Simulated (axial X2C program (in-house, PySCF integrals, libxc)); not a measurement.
Correcting the dissociation energy of SnCl for spin–orbit coupling

A spin-free PBE0 curve (one-electron X2C) was computed with an in-house relativistic program for diatomic molecules, basis Sn dyall-cv3z [11s12p9d4f1g], Cl dyall-av3z [9s8p3d2f] (cores contracted in-house), for the state M_S = 1/2, Λ = 1 (beyond evenly filled blocks: π+α). It gives D0 = 3.884 eV to Sn + Cl, which in a spin-free picture are the weighted means of the ground terms.

Measured levels of the ground terms (NIST Handbook of Basic Atomic Spectroscopic Data), in cm⁻¹: Sn 3P: J = 0 at 0, J = 1 at 1691.8, J = 2 at 3427.7; Cl 2P: J = 3/2 at 0, J = 1/2 at 882.4.

The two components of the molecular doublet are 2441 cm⁻¹ apart in the PBE0 2c search (Ω = 1/2 lower), so the lower one lies 1220 cm⁻¹ under their mean.

Problem. How far does each ground level lie under the (2J+1)-weighted mean of its term?

Solution. Sn: (1 × 0 + 3 × 1691.8 + 5 × 3427.7)/9 = 2468 cm⁻¹; Cl: (4 × 0 + 2 × 882.4)/6 = 294 cm⁻¹.

Problem. Correct D0.

Solution. D0 = 3.884 + (1220 − 2762)/8065.5 = 3.693 eV at PBE0 with these spin–orbit terms.

Second-order spin–orbit effects in the molecule, which grow quickly with Z, are left out. The state is one determinant whose occupation by symmetry is held fixed; it was picked as the lowest of a PBE0 search that is not exhaustive. De is counted from the lowest determinant-based energies of the atoms at the same level, without counterpoise correction. Without a current term, density functionals place determinants with orbital angular momentum somewhat too high.
